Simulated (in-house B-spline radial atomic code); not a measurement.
Checks on a self-consistent run for Tc X (Tc9+), [Ar] (3d3/2)3 (3d5/2)6 4s2 (4p1/2)1 (4p3/2)4. Method: Dirac-Hartree-Fock, average of the jj configuration, Fermi nucleus of rms radius 4.41117 fm. Calculated with a B-spline radial code for spherical atoms.

| orbital | q | ε (Eh) | <1/r> | <r²> | small-component weight |
| --- | --- | --- | --- | --- | --- |
| 1s1/2 | 2 | -785.15335 | 44.7092 | 0.00158575 | 0.024643 |
| 2s1/2 | 2 | -120.88608 | 10.2345 | 0.0261793 | 0.0051069 |
| 2p1/2 | 2 | -111.59529 | 10.176 | 0.0198071 | 0.005081 |
| 2p3/2 | 4 | -107.31388 | 9.66793 | 0.0211694 | 0.0049072 |
| 3s1/2 | 2 | -27.56262 | 3.5694 | 0.190592 | 0.0014183 |
| 3p1/2 | 2 | -23.83183 | 3.45383 | 0.188555 | 0.0013498 |
| 3p3/2 | 4 | -23.22344 | 3.34967 | 0.196181 | 0.0013187 |
| 3d3/2 | 3 | -16.94249 | 3.16063 | 0.178021 | 0.0011946 |
| 3d5/2 | 6 | -16.82765 | 3.13034 | 0.18078 | 0.0011821 |
| 4s1/2 | 2 | -8.64376 | 1.40653 | 1.06003 | 0.00037737 |
| 4p1/2 | 1 | -7.42222 | 1.32692 | 1.17079 | 0.00034734 |
| 4p3/2 | 4 | -7.23250 | 1.29132 | 1.21483 | 0.00033505 |

Electron-electron repulsion V_ee = 1386.8104 hartree.

Question: What total energy follows from the eigenvalues?

Answer: The eigenvalues count the repulsion twice, so E = Σqε - V_ee = -2865.641 - 1386.810 = -4252.451 hartree; the run printed -4252.451.

Question: Does the Dirac virial theorem hold?

Answer: For a point nucleus E = -2c²Σq·w, with w the small-component weight. Here Σq·w = 0.11322 and c = 137.0360, so the ratio E/(-2c²Σq·w) is 1.000029; the finite nucleus accounts for the departure from 1.

Question: What diamagnetic shielding (Lamb formula) and susceptibility (Langevin formula) do the radii give?

Answer: σ = (α²/3)Σq<1/r> = 233.925/(3·137.036²) = 4152.3 ppm, and χ = -0.79199×10⁻⁶·Σq<r²> = -9.101×10⁻⁶ cm³/mol with Σq<r²> = 11.492 bohr². Both are non-relativistic formulas without the paramagnetism of open shells.
